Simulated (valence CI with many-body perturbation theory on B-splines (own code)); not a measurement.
Results of a calculation; reference values are marked as such.
**Pm39+: what each term of the Hamiltonian does**

Method: configuration interaction combined with many-body perturbation theory (CI+MBPT): four valence electrons over a frozen Dirac-Fock core [Ar], radial functions for each j: 9 s, 9 p, 10 d, 8 f, 5 g, 3 h, 1 i, with the one-electron correlation potential Σ1, the two-electron term Σ2, the three-electron term Σ3, Breit, model QED; selected CI, second order for the rest (own B-spline code, finite nucleus).

No measured spectrum was set against this ion. As an estimate, large intervals hold to a few tenths of a per cent, small ones and those within an open d or f shell to about a per cent. Only levels of the ground parity were solved; by the run's estimate the other parity begins above the list, which can be wrong where configurations are misplaced.

Each rung adds one term. CI alone is the Dirac-Coulomb CI over the frozen core; QED comes last and gives the full result, which names the levels. Energies are above (3d3/2^4) J=0 on the same rung, in cm⁻¹.

Levels are named by their leading jj configuration (3d3/2^4 stands for four electrons in 3d with j = 3/2), which in mixed levels can hold well under half, so a name can repeat and another be missing. Letters in brackets count levels of one name in rising energy.

```tsv
Level	CI alone
(3d3/2^3 3d5/2) J=1	176757
(3d3/2^3 3d5/2) J=2	257183
(3d3/2^3 3d5/2) J=4	262502
(3d3/2^3 3d5/2) J=3	285512
(3d3/2^2 3d5/2^2) J=0 [a]	414604
(3d3/2^2 3d5/2^2) J=4 [a]	435120
(3d3/2^2 3d5/2^2) J=2 [a]	435732
(3d3/2^2 3d5/2^2) J=3 [a]	449163
(3d3/2^2 3d5/2^2) J=5	480037
(3d3/2^2 3d5/2^2) J=6	502341
(3d3/2^2 3d5/2^2) J=1	496547
(3d3/2^2 3d5/2^2) J=4 [b]	532056
(3d3/2^2 3d5/2^2) J=3 [b]	535555
(3d3/2^2 3d5/2^2) J=2 [b]	540098
(3d3/2^2 3d5/2^2) J=2 [c]	612045
(3d3/2^2 3d5/2^2) J=4 [c]	633175
```

Problem. What do these energies become with core correlation, Breit and QED?

Solution. (3d3/2^3 3d5/2) J=1 176051 (-706); (3d3/2^3 3d5/2) J=2 252218 (-4965); (3d3/2^3 3d5/2) J=4 253993 (-8510); (3d3/2^3 3d5/2) J=3 278771 (-6741); (3d3/2^2 3d5/2^2) J=0 [a] 409871 (-4733); (3d3/2^2 3d5/2^2) J=4 [a] 426934 (-8187); (3d3/2^2 3d5/2^2) J=2 [a] 430103 (-5629); (3d3/2^2 3d5/2^2) J=3 [a] 441834 (-7329); (3d3/2^2 3d5/2^2) J=5 468617 (-11420); (3d3/2^2 3d5/2^2) J=6 487473 (-14868); (3d3/2^2 3d5/2^2) J=1 487966 (-8581); (3d3/2^2 3d5/2^2) J=4 [b] 517257 (-14799); (3d3/2^2 3d5/2^2) J=3 [b] 521995 (-13560); (3d3/2^2 3d5/2^2) J=2 [b] 526967 (-13130); (3d3/2^2 3d5/2^2) J=2 [c] 601522 (-10523); (3d3/2^2 3d5/2^2) J=4 [c] 620490 (-12686).

Problem. How does the ionisation energy move along the ladder, and which term matters most?

Solution. CI alone 2883.5, + Σ1 2886.0, + Σ2 2894.3, + Σ3 2894.5, + Breit 2892.3, + QED 2892.4 eV. The largest step is Σ2, 8.3 eV. NIST lists 2892 ± 4 eV (theoretical).
